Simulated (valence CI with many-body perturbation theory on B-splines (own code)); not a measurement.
E1 line list for Au⁶⁵⁺

Calculated by valence CI with perturbative core correlation (CI+MBPT): four valence electrons over a frozen Dirac-Fock core [Ne], a basis of 11 s, 11 p, 10 d, 8 f, 5 g, 2 h functions for each j, with the one-electron correlation potential Σ1, the two-electron term Σ2, the three-electron term Σ3, Breit, model QED; selected CI, second order for the rest, scaled by the run's own slope (own B-spline code, finite nucleus).

The last digits are not significant, and no measured levels were compared; by estimate large intervals hold to a few tenths of a per cent, small ones and those within an open d or f shell to about a per cent. Among the levels kept, up to 590 cm⁻¹ of a level comes from second order outside the variational space, and about a tenth of that is noise between levels of different J, which matters for small intervals.

Lines 201 to 250 of 565 in falling wavelength, among levels below 17789 × 10³ cm⁻¹, chosen from the strongest by gf and those to the six lowest levels. Wavelengths and rates use the calculated energies. Electric multipoles are in the length gauge, E1 and E2 with the static RPA response of the core. Weak lines are less certain than strong ones. Lines between different terms over intervals too small for the method are left out, as are lines whose strength nearly cancels. The highest levels of a list are the least certain.

Levels are named by their leading jj configuration (3d3/2^4 stands for four electrons in 3d with j = 3/2), which in mixed levels can hold well under half, so a name can repeat and another be missing. Letters in brackets count levels of one name in rising energy.

```csv
λ vac (Å),Upper,Lower,A (s⁻¹),S (a.u.)
32.64,(3s 3p1/2 3d5/2^2) J=2 [b],(3s 3p1/2 3p3/2 3d5/2) J=2 [b],2.36e+11,2.02e-02
32.59,(3s^2 3p3/2 3d5/2) J=3,(3s^2 3p3/2^2) J=2,8.22e+11,9.83e-02
32.52,(3s 3p1/2 3d3/2 3d5/2) J=4 [c],(3s 3p1/2 3p3/2 3d3/2) J=3 [b],2.92e+11,4.46e-02
32.46,(3p1/2^2 3d5/2^2) J=2,(3p1/2^2 3p3/2 3d5/2) J=2,3.20e+11,2.70e-02
32.36,(3s 3p1/2 3d5/2^2) J=5,(3s 3p1/2 3p3/2 3d5/2) J=5,1.92e+11,3.54e-02
32.36,(3s 3p1/2 3d5/2^2) J=2 [a],(3s 3p1/2 3p3/2 3d5/2) J=2 [a],5.23e+11,4.38e-02
32.34,(3s 3p1/2 3p3/2 3d5/2) J=4 [c],(3s 3p1/2 3p3/2^2) J=3,3.06e+11,4.60e-02
32.26,(3p1/2^2 3d3/2 3d5/2) J=2,(3p1/2^2 3p3/2 3d3/2) J=2,9.54e+10,7.90e-03
32.23,(3s 3p1/2 3p3/2 3d5/2) J=3 [b],(3s 3p1/2 3p3/2^2) J=2 [a],1.30e+11,1.50e-02
32.21,(3s^2 3d5/2^2) J=2,(3s^2 3p3/2 3d5/2) J=2,6.13e+11,5.06e-02
32.19,(3s^2 3d5/2^2) J=4,(3s^2 3p3/2 3d5/2) J=4,2.29e+11,3.40e-02
32.17,(3s 3p1/2^2 3d5/2) J=2,(3s 3p1/2^2 3p3/2) J=2,6.53e+10,5.37e-03
32.10,(3s 3p3/2^2 3d5/2) J=3 [c],(3s 3p3/2^3) J=2,7.31e+11,8.35e-02
32.06,(3s 3p3/2^2 3d5/2) J=2 [b],(3s 3p3/2^3) J=2,2.43e+11,1.98e-02
31.87,(3s 3p1/2 3d5/2^2) J=3 [a],(3s 3p1/2 3p3/2 3d5/2) J=3 [a],1.21e+11,1.36e-02
31.82,(3s 3p1/2 3d5/2^2) J=1 [a],(3s 3p1/2 3p3/2 3d5/2) J=1 [a],2.53e+11,1.21e-02
31.64,(3s 3p1/2 3d5/2^2) J=4 [a],(3s 3p1/2 3p3/2 3d5/2) J=4 [a],2.26e+11,3.18e-02
31.63,(3s 3p1/2 3d3/2 3d5/2) J=3 [b],(3s 3p1/2 3p3/2 3d3/2) J=3 [a],8.20e+10,8.96e-03
30.93,(3s 3p1/2 3p3/2 3d5/2) J=3 [c],(3s 3p1/2 3p3/2^2) J=2 [a],1.52e+11,1.55e-02
19.82,(3s 3p3/2^2 3d5/2) J=4 [a],(3s^2 3p3/2 3d5/2) J=3,5.58e+11,1.93e-02
19.62,(3p1/2 3p3/2^2 3d5/2) J=3,(3s 3p1/2 3p3/2 3d5/2) J=2 [d],3.07e+11,8.01e-03
19.37,(3s 3p3/2^2 3d5/2) J=0,(3s^2 3p3/2 3d5/2) J=1,1.26e+12,4.52e-03
19.35,(3p1/2 3p3/2^2 3d5/2) J=3,(3s 3p1/2 3p3/2 3d5/2) J=2 [c],3.71e+11,9.30e-03
19.34,(3s 3p1/2 3p3/2 3d3/2) J=2 [a],(3s^2 3p1/2 3d3/2) J=2,3.29e+10,5.87e-04
19.17,(3s 3p3/2^2 3d3/2) J=1 [a],(3s^2 3p3/2 3d3/2) J=0,5.37e+11,5.60e-03
19.16,(3s 3p1/2 3p3/2^2) J=2 [a],(3s^2 3p1/2 3p3/2) J=2,2.40e+10,4.16e-04
19.14,(3s 3p3/2^2 3d3/2) J=1 [a],(3s^2 3p3/2 3d3/2) J=1,4.03e+11,4.19e-03
19.10,(3s 3p1/2 3p3/2 3d5/2) J=2 [a],(3s^2 3p1/2 3d5/2) J=2,4.17e+11,7.17e-03
19.09,(3s 3p3/2^2 3d3/2) J=3 [a],(3s^2 3p3/2 3d3/2) J=2,8.08e+11,1.94e-02
19.06,(3s 3p3/2^2 3d3/2) J=2 [a],(3s^2 3p3/2 3d3/2) J=1,6.82e+11,1.17e-02
19.05,(3s 3p1/2 3p3/2 3d3/2) J=1 [a],(3s^2 3p1/2 3d3/2) J=2,3.46e+10,3.54e-04
18.90,(3s 3p3/2^2 3d5/2) J=5,(3s^2 3p3/2 3d5/2) J=4,1.00e+12,3.67e-02
18.87,(3s 3p1/2 3p3/2 3d3/2) J=3 [a],(3s^2 3p1/2 3d3/2) J=2,3.21e+10,7.45e-04
18.87,(3s 3p1/2 3p3/2^2) J=2 [a],(3s^2 3p1/2 3p3/2) J=1,8.86e+11,1.47e-02
18.81,(3p1/2 3p3/2^2 3d3/2) J=2 [b],(3s 3p1/2 3p3/2 3d3/2) J=1 [d],2.93e+11,4.81e-03
18.80,(3p1/2 3p3/2^2 3d5/2) J=4,(3s 3p1/2 3p3/2 3d5/2) J=3 [c],1.83e+12,5.39e-02
18.80,(3p1/2 3p3/2^2 3d3/2) J=1 [a],(3s 3p1/2 3p3/2 3d3/2) J=1 [c],1.19e+12,1.17e-02
18.79,(3p1/2 3p3/2^2 3d3/2) J=1 [b],(3s 3p1/2 3p3/2 3d3/2) J=0 [b],4.61e+11,4.53e-03
18.77,(3s 3p3/2^2 3d5/2) J=4 [a],(3s^2 3p3/2 3d5/2) J=4,8.13e+11,2.39e-02
18.77,(3p1/2 3p3/2^2 3d5/2) J=5,(3s 3p1/2 3p3/2 3d5/2) J=4 [c],1.51e+12,5.42e-02
18.72,(3p1/2 3p3/2^2 3d5/2) J=3,(3s 3p1/2 3p3/2 3d5/2) J=3 [c],6.60e+11,1.50e-02
18.70,(3s 3p1/2 3p3/2 3d3/2) J=2 [a],(3s 3p1/2^2 3p3/2) J=1,3.49e+11,5.63e-03
18.69,(3s 3p3/2^2 3d3/2) J=4,(3s^2 3p3/2 3d3/2) J=3,1.80e+12,5.21e-02
18.67,(3p1/2^2 3p3/2^2) J=2,(3s^2 3p1/2 3d3/2) J=2,8.46e+10,1.36e-03
18.66,(3p1/2 3p3/2^2 3d3/2) J=1 [b],(3s 3p1/2 3p3/2 3d3/2) J=1 [d],4.90e+11,4.72e-03
18.63,(3p1/2 3p3/2^2 3d3/2) J=0,(3s 3p1/2 3p3/2 3d3/2) J=1 [c],3.17e+12,1.01e-02
18.62,(3p1/2 3p3/2^2 3d3/2) J=1 [a],(3s 3p1/2 3p3/2 3d3/2) J=1 [b],5.10e+11,4.87e-03
18.59,(3p1/2 3p3/2^2 3d3/2) J=2 [c],(3s 3p1/2 3p3/2 3d3/2) J=1 [d],9.55e+11,1.51e-02
18.58,(3s 3p3/2 3d3/2^2) J=3 [b],(3s 3p1/2 3p3/2 3d5/2) J=2 [b],2.39e+11,5.30e-03
18.57,(3s 3p1/2 3p3/2^2) J=3,(3s^2 3p1/2 3p3/2) J=2,6.21e+11,1.37e-02
```
